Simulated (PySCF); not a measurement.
Radial density of Ge (germanium, neutral)

UHF, [Ar] 3d10 4s2 4p1 4d1, one real determinant (an excited configuration). Computed with PySCF 2.14 in aug-cc-pVQZ-PP with ECP10MDF (7s6p5d3f2g, 89 functions), with a scalar-relativistic core potential. This is the valence pseudo-density: the core potential removes the inner electrons and smooths the orbitals near the nucleus.

```json
{"r (bohr)": "0.00101", "4πr²ρ (e/bohr)": "1.239e-05", "4πr²(ρα − ρβ)": "0.0000"}
{"r (bohr)": "0.00170", "4πr²ρ (e/bohr)": "3.465e-05", "4πr²(ρα − ρβ)": "0.0000"}
{"r (bohr)": "0.00286", "4πr²ρ (e/bohr)": "9.509e-05", "4πr²(ρα − ρβ)": "0.0000"}
{"r (bohr)": "0.00480", "4πr²ρ (e/bohr)": "0.0002499", "4πr²(ρα − ρβ)": "0.0000"}
{"r (bohr)": "0.00808", "4πr²ρ (e/bohr)": "0.0006123", "4πr²(ρα − ρβ)": "0.0000"}
{"r (bohr)": "0.0136", "4πr²ρ (e/bohr)": "0.001399", "4πr²(ρα − ρβ)": "0.0000"}
{"r (bohr)": "0.0229", "4πr²ρ (e/bohr)": "0.002925", "4πr²(ρα − ρβ)": "0.0000"}
{"r (bohr)": "0.0385", "4πr²ρ (e/bohr)": "0.007411", "4πr²(ρα − ρβ)": "0.0000"}
{"r (bohr)": "0.0647", "4πr²ρ (e/bohr)": "0.04560", "4πr²(ρα − ρβ)": "0.0000"}
{"r (bohr)": "0.109", "4πr²ρ (e/bohr)": "0.4346", "4πr²(ρα − ρβ)": "-0.0005"}
{"r (bohr)": "0.183", "4πr²ρ (e/bohr)": "3.084", "4πr²(ρα − ρβ)": "-0.0018"}
{"r (bohr)": "0.308", "4πr²ρ (e/bohr)": "14.17", "4πr²(ρα − ρβ)": "0.0143"}
{"r (bohr)": "0.518", "4πr²ρ (e/bohr)": "28.82", "4πr²(ρα − ρβ)": "0.0377"}
{"r (bohr)": "0.871", "4πr²ρ (e/bohr)": "14.10", "4πr²(ρα − ρβ)": "-0.0030"}
{"r (bohr)": "1.46", "4πr²ρ (e/bohr)": "3.044", "4πr²(ρα − ρβ)": "0.2750"}
{"r (bohr)": "2.46", "4πr²ρ (e/bohr)": "1.268", "4πr²(ρα − ρβ)": "0.4602"}
{"r (bohr)": "4.14", "4πr²ρ (e/bohr)": "0.2842", "4πr²(ρα − ρβ)": "0.2204"}
{"r (bohr)": "6.97", "4πr²ρ (e/bohr)": "0.1947", "4πr²(ρα − ρβ)": "0.1944"}
{"r (bohr)": "11.7", "4πr²ρ (e/bohr)": "0.004586", "4πr²(ρα − ρβ)": "0.0046"}
```

⟨L²⟩ = 8.03 against 12 for a pure F term, so this real determinant mixes terms. Energies and moments cover only the electrons outside the core potential. The outer electron is Rydberg-like, and this basis confines it to a smaller radius and binds it less than a complete one would.

(1) Where is the radial spin density 4πr²(ρα − ρβ) most negative, and why is it negative at all?

## Answers

(1) Around r = 0.871 bohr, down to -0.0030 e/bohr: exchange with the open shell polarises the paired shells in an unrestricted calculation.
